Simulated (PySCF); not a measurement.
TiFH₃, SMILES [F][TiH3], multiplicity 1. Heavy atoms are numbered as in [TiH3:1][F:2]. Hydrogens are named by the atom that carries them.

The structure is a stationary point at PBE0-D3(BJ)/def2-TZVP. The spin state was assumed, not searched. The structure was generated by enumeration; whether it is a known compound was not checked.

The numbers are results of HF/pcSseg-2 run with PySCF, not measurements.

GIAO shieldings, no solvent; atoms alike by connectivity are averaged. δ = σ(ref) − σ: ¹⁹F against CFCl3 (σ = 237.3 ppm); ¹H against TMS (σ = 31.98 ppm), references at their B3LYP-D3(BJ)/def2-TZVP geometries, non-relativistic.

Computed chemical shifts:
```csv
nucleus,atoms,count,δ (ppm)
¹⁹F,F2,1,286.6
¹H,H on Ti1,3,7.85
```
